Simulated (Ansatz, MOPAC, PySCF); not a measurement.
System: NbO₂Cl (charge 0, singlet). SMILES: [O]=[Nb](=[O])[Cl]
Coordinates optimised at B3LYP-D3(BJ)/def2-TZVP (Ansatz, a first-principles code):
```xyz
4

Nb     0.2552     0.0114     0.3311
O      1.6675    -0.7496    -0.2726
O     -0.4929    -1.0963     1.4042
Cl    -1.1682     0.8412    -1.3312
```
Charge 0, spin multiplicity 1.

Quantity: size of the dipole moment, in D. Conventions: LANL2DZ with its own core potentials from Na on; STO-3G and 3-21G all-electron and non-relativistic; no dispersion term unless named; 6-31G* and kin with 6d, 5d where marked; no spin-orbit coupling; def2 sets with scalar-relativistic core potentials past Kr; PM7 with its own dispersion and hydrogen-bond terms. First-principles rows: single points at B3LYP-D3(BJ) geometries (Ansatz). Semi-empirical rows: dipoles at the shared geometry.

| level | program | size of the dipole moment (D) |
|---|---|---|
| PM6 | MOPAC | 4.20 |
| PM7 | MOPAC | 2.77 |
| SVWN5/6-31G* with LANL2DZ past Ar | Ansatz | 4.18 |
| PBE/STO-3G | Ansatz | 4.08 |
| PBE/LANL2DZ | Ansatz | 4.43 |
| PBE/def2-SVP | Ansatz | 4.33 |
| PBE/6-31G* with LANL2DZ past Ar | Ansatz | 4.19 |
| BLYP/6-31G* with LANL2DZ past Ar | Ansatz | 4.17 |
| BP86/6-31G* with LANL2DZ past Ar (5d) | PySCF | 4.22 |
| B3LYP/STO-3G | Ansatz | 4.27 |
| B3LYP/3-21G | Ansatz | 4.38 |
| B3LYP/6-31G* with LANL2DZ past Ar | Ansatz | 4.43 |
| PBE0/6-31G* with LANL2DZ past Ar | Ansatz | 4.51 |
| M06-2X/6-31G* with LANL2DZ past Ar (5d) | PySCF | 4.66 |

No value to compare with is used here. The 14 habitual levels span 2.77 (PM7) to 4.66 D (M06-2X/6-31G* with LANL2DZ past Ar (5d)).

The levels are drawn from those run, B3LYP/6-31G* more often than the rest, none by its result; left out are runs that failed, that the program found above a lower state of the same kind, or whose <S^2> lies over 0.5 above the pure value.
